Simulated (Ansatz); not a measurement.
`B[CH]([SiH3])[GeH3]` + `O[SiH](Cl)Cl` → `Cl[SiH](Cl)[O][GeH3]` + `BC[SiH3]`  (ligand exchange at a Ge–C bond)

Calculated with Ansatz (gas phase, PBE0-D4/def2-TZVP geometries, no zero-point term in ΔE). CCSD(T)/CBS is the MP2 limit (def2-TZVPP, def2-QZVPP) plus CCSD(T) − MP2 in def2-TZVPP, frozen cores. This one scheme is used for every species. DFT in def2-TZVPP. B3LYP here is the variant with VWN-RPA as its local correlation; programs differ in this. For Ge outer-core shells are correlated without core-valence functions, which leaves a few kJ/mol of doubt a bond. Scalar relativity is left out up to krypton. Each species was taken in one conformer, which may not be the lowest.

`B[CH]([SiH3])[GeH3]`:

```xyz
13

B     0.311    0.210   -1.636
C     0.282   -0.525   -0.296
Si   -1.397   -0.956    0.405
Ge    1.038    0.928    0.845
H    -0.474    1.095   -1.847
H     1.141   -0.030   -2.466
H     0.979   -1.363   -0.219
H    -1.303   -1.293    1.853
H    -1.970   -2.133   -0.302
H    -2.314    0.202    0.245
H    -0.108    1.749    1.455
H     1.943    1.862    0.021
H     1.873    0.256    1.943
```

`O[SiH](Cl)Cl`:

Z-matrix (Å, degrees):
```
Si
Cl 1 2.042
Cl 1 2.041 2 107.4
O 1 1.621 2 111.2 3 -121.9
H 1 1.467 2 109.8 3 119.4
H 4 0.959 1 119.4 2 59.9
```

`Cl[SiH](Cl)[O][GeH3]`:

Z-matrix (Å, degrees):
```
Si
Cl 1 2.045
O 1 1.603 2 110.8
Cl 1 2.048 2 107.4 3 120.8
H 1 1.469 2 108.9 3 -121.4
Ge 3 1.792 1 135.2 2 67.3
H 6 1.532 3 106.7 1 93.6
H 6 1.531 3 104.8 1 -147.2
H 6 1.534 3 108.2 1 -27.1
```

`BC[SiH3]`:

```xyz
10

B    -0.431    0.745    1.264
C    -0.082   -0.584    0.585
Si    0.345   -0.168   -1.216
H     0.425    1.423    1.756
H    -1.554    1.161    1.248
H    -0.908   -1.297    0.511
H     0.817   -1.076    0.967
H     1.527    0.729   -1.285
H     0.659   -1.429   -1.935
H    -0.798    0.496   -1.894
```

```json
{"level": "B3LYP-D4", "ΔE (eV)": "-0.50"}
{"level": "ωB97M-V", "ΔE (eV)": "-0.43"}
{"level": "CCSD(T)/def2-TZVPP", "ΔE (eV)": "-0.41"}
{"level": "SCS-MP2/def2-QZVPP", "ΔE (eV)": "-0.46"}
```

Question: What does CCSD(T)/CBS give? (An estimate is asked.)

Answer: Ansatz gave: -0.37 eV. The listed levels differ from it by -0.13, -0.06, -0.04, -0.09 eV.

Largest T1 diagnostic among the species: 0.012.

In def2-TZVPP, CCSD(T) changes the Hartree–Fock value by +0.30 eV (the triples alone add +0.03 eV) and MP2 by +0.32 eV.
